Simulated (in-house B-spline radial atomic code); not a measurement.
Orbital energies and mean radii along the 12-electron series, configuration [Ne] 3s2. The effective charge is n√(-2ε), a non-relativistic measure. Computed with a radial B-spline atomic code at the basis-set limit: Dirac-Hartree-Fock, average of the configuration, finite nuclei.

```json
{"ion": "Pd34+", "Z": "46", "energy of 2p1/2 (Eh)": "-193.42", "mean radius of 2p1/2 (bohr)": "0.1149", "energy of 2p3/2 (Eh)": "-187.32", "mean radius of 2p3/2 (bohr)": "0.11954", "effective charge of 2p1/2": "39.337"}
{"ion": "Ag35+", "Z": "47", "energy of 2p1/2 (Eh)": "-203.91", "mean radius of 2p1/2 (bohr)": "0.11194", "energy of 2p3/2 (Eh)": "-197.2", "mean radius of 2p3/2 (bohr)": "0.11668", "effective charge of 2p1/2": "40.389"}
{"ion": "Cd36+", "Z": "48", "energy of 2p1/2 (Eh)": "?", "mean radius of 2p1/2 (bohr)": "?", "energy of 2p3/2 (Eh)": "?", "mean radius of 2p3/2 (bohr)": "?", "effective charge of 2p1/2": "?"}
{"ion": "In37+", "Z": "49", "energy of 2p1/2 (Eh)": "-225.79", "mean radius of 2p1/2 (bohr)": "0.1064", "energy of 2p3/2 (Eh)": "-217.72", "mean radius of 2p3/2 (bohr)": "0.11133", "effective charge of 2p1/2": "42.501"}
{"ion": "Sn38+", "Z": "50", "energy of 2p1/2 (Eh)": "-237.19", "mean radius of 2p1/2 (bohr)": "0.1038", "energy of 2p3/2 (Eh)": "-228.36", "mean radius of 2p3/2 (bohr)": "0.10884", "effective charge of 2p1/2": "43.56"}
{"ion": "Sb39+", "Z": "51", "energy of 2p1/2 (Eh)": "-248.9", "mean radius of 2p1/2 (bohr)": "0.10132", "energy of 2p3/2 (Eh)": "-239.26", "mean radius of 2p3/2 (bohr)": "0.10645", "effective charge of 2p1/2": "44.623"}
{"ion": "Te40+", "Z": "52", "energy of 2p1/2 (Eh)": "-260.92", "mean radius of 2p1/2 (bohr)": "0.098926", "energy of 2p3/2 (Eh)": "-250.42", "mean radius of 2p3/2 (bohr)": "0.10416", "effective charge of 2p1/2": "45.688"}
{"ion": "I41+", "Z": "53", "energy of 2p1/2 (Eh)": "?", "mean radius of 2p1/2 (bohr)": "?", "energy of 2p3/2 (Eh)": "?", "mean radius of 2p3/2 (bohr)": "?", "effective charge of 2p1/2": "?"}
{"ion": "Xe42+", "Z": "54", "energy of 2p1/2 (Eh)": "?", "mean radius of 2p1/2 (bohr)": "?", "energy of 2p3/2 (Eh)": "?", "mean radius of 2p3/2 (bohr)": "?", "effective charge of 2p1/2": "?"}
{"ion": "Cs43+", "Z": "55", "energy of 2p1/2 (Eh)": "-298.92", "mean radius of 2p1/2 (bohr)": "0.092293", "energy of 2p3/2 (Eh)": "-285.45", "mean radius of 2p3/2 (bohr)": "0.097825", "effective charge of 2p1/2": "48.901"}
```

Q: Fill in the row of Cd36+.

A: energy of 2p1/2 (Eh): -214.7; mean radius of 2p1/2 (bohr): 0.10911; energy of 2p3/2 (Eh): -207.33; mean radius of 2p3/2 (bohr): 0.11394; effective charge of 2p1/2: 41.443.

Q: Fill in the row of I41+.

A: energy of 2p1/2 (Eh): -273.27; mean radius of 2p1/2 (bohr): 0.09663; energy of 2p3/2 (Eh): -261.84; mean radius of 2p3/2 (bohr): 0.10196; effective charge of 2p1/2: 46.756.

Q: Fill in the row of Xe42+.

A: energy of 2p1/2 (Eh): -285.93; mean radius of 2p1/2 (bohr): 0.094421; energy of 2p3/2 (Eh): -273.52; mean radius of 2p3/2 (bohr): 0.099851; effective charge of 2p1/2: 47.827.

Q: How does the screening of 2p1/2 change?

A: Z less the effective charge goes from 6.66 at Z = 46 to 6.10 at Z = 55.
